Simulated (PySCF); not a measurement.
Compound: C2H4BCl2N.
SMILES: `[H]/N=C(/C)B(Cl)Cl`

Method: TDDFT wB97X-D/def2-SVPD, vertical, gas phase, core orbitals frozen in the response in PySCF. Isolated species at its PBE0-D3(BJ)/def2-SVP geometry, gas phase. Torsions of this conformer, `[H]/[N:3]=[C:2](/[CH3:1])[B:4]([Cl:5])[Cl:6]`: C1–C2–B4–Cl5 0°.

Broadening: Gaussians 0.5 eV wide at half height, area fixed by f = 4.319×10⁻⁹ ∫ε dν̃. The width is an assumption, not a result. The curve ends short of the highest state used, and states not computed would add to its high-energy end.

E (eV), ε (L mol⁻¹ cm⁻¹) and a bar:
```
     2.93          0 
     3.01          0 
     3.08          1 
     3.16          2 
     3.23          4 
     3.31          7 
     3.39         13 
     3.46         20 
     3.54         28 
     3.61         33 
     3.69         34 
     3.76         32 
     3.84         26 
     3.92         18 
     3.99         12 
     4.07          6 
     4.14          3 
     4.22          1 
     4.29          1 
     4.37          0 
     4.45          0 
     4.52          0 
     4.60          0 
     4.67          0 
     4.75          0 
     4.82          0 
     4.90          0 
     4.97          0 
     5.05          0 
     5.13          0 
     5.20          1 
     5.28          4 
     5.35         12 
     5.43         42 
     5.50        111 
     5.58        299 #
     5.66        697 ##
     5.73       1301 ####
     5.81       2327 ########
     5.88       3451 ###########
     5.96       4766 ################
     6.03       5689 ###################
     6.11       6277 #####################
     6.19       6425 #####################
     6.26       6472 #####################
     6.34       6815 ######################
     6.41       7502 #########################
     6.49       8503 ############################
     6.56       9134 ##############################
     6.64       9071 ##############################
     6.72       7991 ##########################
     6.79       6424 #####################
     6.87       4423 ###############
     6.94       2881 #########
     7.02       1615 #####
     7.09        962 ###
```

Question: Where are the band maxima, and which computed states make them?

Answer: 337 nm (3.68 eV), ε about 35, made up of S1 (100%); 188 nm (6.60 eV), ε about 9200, made up of S5 (96%) (ε in L mol⁻¹ cm⁻¹; maxima over ε = 5, shares over 10%). The states used: S1 3.68 eV (f 0.0006); S2 5.57 eV (f 0.0000); S3 6.08 eV (f 0.0019); S4 6.10 eV (f 0.105); S5 6.62 eV (f 0.165); S6 7.18 eV (f 0.0030); S7 7.38 eV (f 0.0000); S8 7.39 eV (f 0.0014); S9 7.58 eV (f 0.0001); S10 7.69 eV (f 0.051).

Question: Coming from long wavelengths, where does ε first pass 100 L mol⁻¹ cm⁻¹?

Answer: At about 226 nm (5.49 eV), 1.81 eV above S1.

Question: What would ε be at 6.60 eV, the highest of these maxima, with half the width (0.25 eV)?

Answer: About 17600 L mol⁻¹ cm⁻¹ against 9230, a factor of about 1.9; a lone state at its own centre would give exactly 2.

Question: On this curve, what absorbance would a 10⁻³ mol/L sample give at 365 nm over a 1 cm path?

Answer: 365 nm is 3.397 eV, where ε is about 14 L mol⁻¹ cm⁻¹, so A = ε c l ≈ 0.014 (Beer–Lambert, with the gas-phase spectrum and the assumed width).

All these states lie below the vertical ionisation energy of 9.98 eV (ΔSCF).

On one thread of an Arm Neoverse V1, shared host, this took 58 s of wall time.
